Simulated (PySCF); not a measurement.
Positional isomers: propene cyano+boryl. All species are isolated molecules in the gas phase. One relaxed conformer stands for each flexible species; it need not be the lowest. Strings in code marks are SMILES.

Level of theory: PySCF 2.14.0 with PBE-D3(BJ)/def2-TZVP // CAM-B3LYP-D3(BJ)/def2-TZVP. Delta-SCF ions had no search for a lower state. Excitations are Tamm–Dancoff values on a coarser integration grid. The basis has no diffuse functions, so Rydberg states are missing or too high.

```
species           vertical ionisation energy (Delta-SCF) (eV)  S1–T1 gap (TDA) (eV)
----------------  -------------------------------------------  --------------------
`BC(=C)CC#N`                                            10.57                  1.03
`B/C(C#N)=C/C`                                          10.25                  1.26
`B/C(C#N)=C\C`                                          10.16                  1.25
`B/C(C)=C/C#N`                                              …                  1.54
`B/C(C)=C\C#N`                                          10.20                  1.39
`B/C=C(/C)C#N`                                          10.41                  1.17
`C(=C/B)(/C)C#N`                                        10.43                  1.25
`B/C=C/CC#N`                                            10.58                     …
`C(/B)=C/CC#N`                                              –                  0.99
`BCC(=C)C#N`                                                …                  0.36
`C(/C#N)=C\CB`                                              –                  0.18
`C(#N)/C=C\CB`                                              …                     …
```

Problem. What belongs in the gaps?

Solution. 
- `B/C(C)=C/C#N`, vertical ionisation energy (Delta-SCF) (eV): 10.31
- `B/C=C/CC#N`, S1–T1 gap (TDA) (eV): 1.08
- `BCC(=C)C#N`, vertical ionisation energy (Delta-SCF) (eV): 9.83
- `C(#N)/C=C\CB`, vertical ionisation energy (Delta-SCF) (eV): 9.70
- `C(#N)/C=C\CB`, S1–T1 gap (TDA) (eV): 0.24
